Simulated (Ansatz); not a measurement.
`O[SiH2][SiH](F)Cl` + `[OH][AlH2]` → `O[SiH2][O][AlH2]` + `F[SiH2]Cl`  (cleavage of the Si–Si bond)

Computed with Ansatz on PBE0-D4/def2-TZVP structures; ΔE is electronic, products minus reactants. CBS: MP2 limit from def2 TZ/QZ plus the TZ coupled-cluster correction, frozen cores. This one scheme is used for every species. Functionals use def2-TZVPP. B3LYP here is the variant with VWN-RPA as its local correlation; programs differ in this. One conformer a species, not always the lowest.

```csv
level,ΔE (eV)
B3LYP,-1.53
HF/def2-TZVPP,-1.85
CCSD(T)/def2-TZVPP,-1.57
CCSD/CBS(def2),-1.58
```

What does CCSD(T)/CBS give? (An estimate is asked.)

Computed: -1.54 eV. The listed levels differ from it by 0.01, -0.31, -0.03, -0.04 eV.

Largest T1 diagnostic among the species: 0.012.

In def2-TZVPP, CCSD(T) changes the Hartree–Fock value by +0.29 eV (the triples alone add +0.04 eV) and MP2 by +0.22 eV. The D4 term adds +0.05 eV with B3LYP and +0.03 eV with PBE0; it sums over pairs of atoms, weighted by their polarisabilities, and B3LYP, whose exchange is more repulsive, gets the larger term. From PBE to PBE0 (25 % exact exchange), in def2-TZVPP and without D4, ΔE moves by −0.13 eV.
